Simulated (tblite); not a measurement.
Species: C5H11ClO2Si.
Structure used (GFN2-xTB), in Å, numbered top down from 1:
```xyz
20
C5H11ClO2Si angstrom
C     -1.5284    1.8379    0.6114
O     -0.5248    0.8956    0.3304
C     -0.9477   -0.4654    0.3264
C     -1.7124   -0.8466   -0.9383
Si     0.7168   -1.4061    0.5330
Cl     1.4908   -0.9500    2.3362
C      1.8766   -0.7669   -0.8765
C      2.5698    0.5441   -0.6555
O      1.9759   -1.3975   -1.9041
H     -2.0415    1.5978    1.5504
H     -2.2685    1.8986   -0.1935
H     -1.0291    2.8005    0.7104
H     -1.5992   -0.6356    1.1985
H     -1.9438   -1.9079   -0.9171
H     -1.1062   -0.6388   -1.8167
H     -2.6457   -0.2924   -1.0182
H      0.5313   -2.8487    0.4063
H      3.1412    0.8401   -1.5322
H      3.2269    0.4610    0.2077
H      1.8130    1.2911   -0.4227
```

Method: GFN2-xTB as coded in tblite; computed harmonic values from a numerical Hessian at the method's own geometry, unscaled. This tight-binding method is rough: wavenumbers can miss measured ones by several per cent, in bad cases by 10 to 20. Modes of hydrogen on silicon can be 10 to 20 % off. One conformer, not necessarily the lowest.

Harmonic wavenumbers (cm⁻¹): 27.0, 42.9, 59.5, 81.1, 102.0, 113.9, 156.8, 178.7, 199.5, 212.5, 261.7, 295.7, 374.3, 395.3, 430.8, 467.8, 523.9, 615.3, 634.2, 640.9, 726.9, 889.0, 953.0, 971.2, 1008.0, 1040.3, 1092.8, 1110.2, 1130.2, 1133.4, 1154.5, 1258.6, 1314.7, 1354.8, 1402.7, 1407.8, 1439.5, 1443.0, 1470.1, 1484.1, 1492.8, 1499.7, 1728.1, 2281.5, 2830.5, 2910.9, 2935.4, 3020.8, 3021.1, 3021.8, 3027.5, 3042.1, 3043.2, 3046.8.

A = 1178, B = 937.2, C = 741.1 MHz; mass 166.022 u (most abundant isotopes); point group C1, symmetry number 1.

**Question.** What is the zero-point energy?

**Answer.** Half the sum of the wavenumbers: 33250 cm⁻¹ = 397.76 kJ/mol.

**Question.** Give the ideal-gas entropy at 500 K and 1 bar in the rigid-rotor, harmonic-oscillator model (classical rotation).

**Answer.** Translation 183.36, rotation 133.44, vibration 288.01: S = 604.8 J/(mol K).

**Question.** And Cp and H(500 K) − H(0)?

**Answer.** Cp = 263.56 J/(mol K), of which vibrations give 230.30 (their classical limit is 54 R = 449.0); H(500 K) − H(0) = 83.21 kJ/mol without the zero-point energy, 66.58 from vibrations.

**Question.** How do the functions run with temperature in this model?

**Answer.** 
```tsv
T (K)	S (J/(mol K))	Cp (J/(mol K))	H − H(0) (kJ/mol)	G − H(0) (kJ/mol)	ln q(vib)
150	379.4	130.7	13.05	-43.86	5.88
250	456.1	172.2	28.23	-85.78	9.94
298.15	488.0	191.4	36.99	-108.52	11.74
400	549.8	230.1	58.48	-161.43	15.33
600	655.4	291.9	111.02	-282.24	21.74
900	786.4	353.4	208.54	-499.22	30.26
```

q(vib) and H(0) count from the zero-point level.

**Question.** Blend soft modes into free rotors: weight 1/[1 + (100 cm⁻¹/ν̃)⁴] for the oscillator and the rest for a rotor with moment μB/(μ + B), μ = h/(8π²ν), B = 10⁻⁴⁴ kg m². What vibrational entropy results?

**Answer.** 255.91 J/(mol K) in place of 288.01, which changes −T·S at 500 K by +16.05 kJ/mol.

Hindered rotation and anharmonicity are outside this model. Other conformers, if any are populated, would add a mixing term that is left out. The structure is chiral; the term R ln 2 for an equal mix with its mirror image is left out.
